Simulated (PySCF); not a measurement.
**Chromium: a sound run and one with changed settings**

Sound run: Cr⁺ [Ar] 3d5, Cr²⁺ [Ar] 3d4. Computed with PySCF 2.14 in def2-SVP (5s3p2d1f, 31 functions), with the non-relativistic Hamiltonian (point nucleus). The sound run starts from symmetry-adapted Hartree-Fock orbitals and uses a fine grid where one is needed.

Changed run: 14 angular points. This setting is unsound on purpose.

| species | method | sound run (hartree) | changed run (hartree) | converged |
| --- | --- | --- | --- | --- |
| Cr⁺ | UHF | -1042.98265 | -1042.98265 | yes |
| Cr⁺ | M06-2X | -1043.99258 | -1043.99258 | yes |
| Cr⁺ | PBE | -1043.79072 | -1043.79072 | yes |
| Cr²⁺ | UHF | -1042.41987 | -1042.41987 | yes |
| Cr²⁺ | M06-2X | -1043.38319 | -1043.37908 | yes |
| Cr²⁺ | PBE | -1043.14988 | -1043.17327 | yes |

Ionisation energy of Cr⁺:

| method | sound run (eV) | changed run (eV) |
| --- | --- | --- |
| UHF | 15.314 | 15.314 |
| M06-2X | 16.582 | 16.694 |
| PBE | 17.438 | 16.802 |

A coarse angular grid integrates products of high-l functions wrongly, so density functionals can shift, and the SCF can exploit the error; Hartree-Fock and MP2 need no grid.

For comparison, NIST gives 16.486 eV between the lowest levels.
